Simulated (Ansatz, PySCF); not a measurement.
Reaction (SMILES): [F][Sn]([F])[F] -> [F][Sn][F] + F atom (the F-Sn bond at the site shown breaks; other sites are not compared here)
Structures are relaxed separately at B3LYP-D3(BJ)/def2-TZVP in Ansatz (a program for electronic structure).

Property: bond dissociation energy (0 K, with B3LYP-D3(BJ) harmonic zero-point energies from PySCF), in kcal/mol. Correlated levels leave the core frozen unless marked. UHF or UKS for open shells. Spin-orbit coupling is left out. Frozen are the shells of the preceding noble gas and the d and f shells that filled before the atom's block. Past Kr the def2 sets carry scalar-relativistic core potentials. CBS(X,Y): correlation extrapolated as X^-3; Hartree-Fock from the larger set. The bracket is a focal-point correction in the basis named.

```json
[
 {"level": "revPBE-D4/def2-TZVPD", "program": "Ansatz + dftd4", "bond dissociation energy (kcal/mol)": "60.8", "minus last row": "-4.5"},
 {"level": "PBE0-D3(BJ)/def2-TZVPD", "program": "Ansatz + dftd3", "bond dissociation energy (kcal/mol)": "59.0", "minus last row": "-6.3"},
 {"level": "PBE0/def2-QZVPP", "program": "Ansatz", "bond dissociation energy (kcal/mol)": "59.8", "minus last row": "-5.5"},
 {"level": "r2SCANh/def2-TZVPD", "program": "Ansatz", "bond dissociation energy (kcal/mol)": "61.2", "minus last row": "-4.1"},
 {"level": "B2GP-PLYP-D4/def2-TZVPD", "program": "Ansatz + dftd4", "bond dissociation energy (kcal/mol)": "60.9", "minus last row": "-4.4"},
 {"level": "RI-MP2/def2-TZVPPD", "program": "Ansatz", "bond dissociation energy (kcal/mol)": "71.7", "minus last row": "6.4"},
 {"level": "RI-MP2/def2-QZVPPD", "program": "Ansatz", "bond dissociation energy (kcal/mol)": "74.0", "minus last row": "8.7"},
 {"level": "SCS-MP2/def2-SVP", "program": "Ansatz", "bond dissociation energy (kcal/mol)": "58.2", "minus last row": "-7.1"},
 {"level": "CCSD/def2-SVPD", "program": "Ansatz", "bond dissociation energy (kcal/mol)": "55.6", "minus last row": "-9.7"},
 {"level": "RI-MP2/CBS(def2-TZVPP,def2-QZVPP)+[CCSD(T)-MP2]/def2-TZVPP", "program": "Ansatz", "bond dissociation energy (kcal/mol)": "65.3", "minus last row": "0.0"}
]
```
